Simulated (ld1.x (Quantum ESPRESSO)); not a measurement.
**In (Z = 49) TM: all-electron and pseudo phase curves**

```json
{
  "Element": "indium (In)",
  "Generator": "ld1.x (Quantum ESPRESSO) 7.5",
  "Type": "norm-conserving Troullier–Martins (Kleinman–Bylander form)",
  "Functional": "PBE",
  "Relativity": "scalar-relativistic",
  "Frozen core": "[Kr]",
  "Valence charge": "13",
  "Reference configuration": "4d10 5s2 5p0 (charge +1)",
  "Partial waves": "5p (bound, empty): rc 2.25 bohr; 4d (bound): rc 1.70 bohr; 5s (bound): rc 1.55 bohr",
  "Local potential": "the s channel",
  "Core correction": "Bessel-smoothed model core, default radius (core density twice the valence density)"
}
```

The phase is arctan(r·u′/u) with u = r·R(r), unwrapped; energies in Ry, scanned from -4 to 5 Ry. A pole is an energy at which the radial function vanishes at the test radius. The pseudo phase is shifted by a multiple of π to meet the all-electron one at the reference energy, and phase errors are pseudo minus all-electron; the curves can meet again beyond the range given. Levels narrower than the energy grid can be missing from the lists of poles.

| channel | radius (bohr) | reference energy (Ry) | poles, all-electron | poles, pseudo | unbroken range about the reference energy with phases within 0.05 rad | phase error 1 Ry above the reference energy (rad) |
| --- | --- | --- | --- | --- | --- | --- |
| s | 2.46 | -1.10 | 0.96 | 0.41, 2.30 | below 0.2 | -0.027 |
| p | 2.46 | -0.62 | 2.34 | 2.34 | the whole range | -0.003 |
| d | 2.46 | -1.92 | -1.76, 4.83 | -1.76 | below 0.2 | +0.009 |

Phases in the p channel:

```
E (Ry)  all-electron  pseudo
 -4.00         1.331   1.327
 -3.76         1.320   1.317
 -3.52         1.308   1.304
 -3.28         1.293   1.290
 -3.04         1.276   1.274
 -2.80         1.257   1.254
 -2.56         1.233   1.231
 -2.32         1.204   1.202
 -2.08         1.169   1.166
 -1.84         1.122   1.120
 -1.60         1.059   1.058
 -1.36         0.971   0.970
 -1.12         0.841   0.840
 -0.88         0.635   0.634
 -0.64         0.304   0.304
 -0.40        -0.161  -0.161
 -0.16        -0.615  -0.616
  0.08        -0.929  -0.931
  0.32        -1.125  -1.127
  0.56        -1.250  -1.252
  0.80        -1.335  -1.338
  1.04        -1.397  -1.400
  1.28        -1.445  -1.446
  1.52        -1.482  -1.484
  1.76        -1.513  -1.514
  2.00        -1.539  -1.540
  2.24        -1.562  -1.562
  2.48        -1.583  -1.583
  2.72        -1.602  -1.601
  2.96        -1.620  -1.618
  3.20        -1.637  -1.635
  3.44        -1.655  -1.650
  3.68        -1.672  -1.666
  3.92        -1.691  -1.682
  4.16        -1.710  -1.699
  4.40        -1.732  -1.717
  4.64        -1.756  -1.736
  4.88        -1.784  -1.756
```
